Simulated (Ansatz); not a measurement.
Isolated molecules relaxed with PBE0-D4/def2-TZVP in Ansatz; ΔE leaves out vibrations. CCSD(T)/CBS adds triple-zeta CCSD(T) − MP2 to the extrapolated MP2 energy (def2 sets, frozen cores). This one scheme is used for every species. Functionals use def2-TZVPP. B3LYP here is the variant with VWN-RPA as its local correlation; programs differ in this. One conformer a species, not always the lowest.

Consider the ligand exchange at the Si–C bond: `C=C([SiH3])CF` + `S[SiH2]Cl` → `[SiH3]S[SiH2]Cl` + `C=CCF`.

`C=C([SiH3])CF`:

Cartesian coordinates in Å:
```
C -0.488 0.000 1.512
C -0.116 0.095 0.237
Si 0.744 -1.338 -0.601
C -0.365 1.331 -0.564
F -1.003 2.314 0.163
H -0.988 0.820 2.018
H -0.305 -0.899 2.089
H -0.037 -1.802 -1.780
H 0.880 -2.445 0.379
H 2.089 -0.930 -1.090
H -0.991 1.104 -1.435
H 0.581 1.749 -0.929
```

`S[SiH2]Cl`:

```xyz
6

S    -0.809   -0.167   -1.492
Si    0.435    0.177    0.191
Cl    0.699   -1.499    1.347
H    -1.930   -0.301   -0.763
H    -0.140    1.213    1.077
H     1.746    0.578   -0.361
```

`[SiH3]S[SiH2]Cl`:

Z-matrix (Å, degrees):
```
Si
S 1 2.147
H 1 1.485 2 109.5
H 1 1.482 2 106.2 3 119.3
H 1 1.482 2 110.9 3 -121.2
Si 2 2.118 1 98.1 3 35.5
Cl 6 2.056 2 112.0 1 59.0
H 6 1.479 2 111.2 1 -59.9
H 6 1.478 2 106.7 1 177.7
```

`C=CCF`:

Z-matrix (Å, degrees):
```
C
C 1 1.487
F 1 1.377 2 112.0
H 1 1.097 2 110.6 3 120.4
H 1 1.097 2 110.6 3 -120.4
C 2 1.323 1 124.9 3 -0.0
H 2 1.088 1 114.5 3 -180.0
H 6 1.083 2 121.1 1 180.0
H 6 1.083 2 121.1 1 -0.0
```

```json
{"species": "`C=C([SiH3])CF`", "B3LYP energy (Eh)": "-507.95854"}
{"species": "`S[SiH2]Cl`", "B3LYP energy (Eh)": "-1149.85681"}
{"species": "`[SiH3]S[SiH2]Cl`", "B3LYP energy (Eh)": "-1440.60320"}
{"species": "`C=CCF`", "B3LYP energy (Eh)": "-217.23507"}
```

Problem. Work out ΔE.

Solution. ΔE = (-1440.60320) + (-217.23507) − (-507.95854) − (-1149.85681) = -0.02292 Eh = -60.2 kJ/mol. CCSD(T)/CBS gives -64.5 kJ/mol.

Largest T1 diagnostic among the species: 0.012.

The D4 term adds −3.1 kJ/mol with B3LYP and −1.6 kJ/mol with PBE0; it sums over pairs of atoms, weighted by their polarisabilities, and B3LYP, whose exchange is more repulsive, gets the larger term.
